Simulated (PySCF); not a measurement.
## Correlation energy of Ge²⁺ (germanium, charge +2)

[Ar] 3d10 4s1 4p1, high-spin 3P determinant (an excited configuration). Computed with PySCF 2.14 in x2c-TZVPPall (6s5p4d1f, 48 functions), with the spin-free X2C one-electron Hamiltonian (Gaussian nucleus). Frozen: [Ar] 3d10; 2 electrons correlated.

With two correlated electrons CCSD is exact within the correlated space (frozen core and kept virtual orbitals).

```csv
level,correlation energy (mhartree)
CCSD,-3.82
```

Diagnostics: T1 = 0.0021, D1 = 0.0037, largest double amplitude 0.034.

Q: Is a single reference adequate?

A: Yes, within this model without spin-orbit coupling: T1 lies below 0.03 and no double amplitude reaches 0.07.
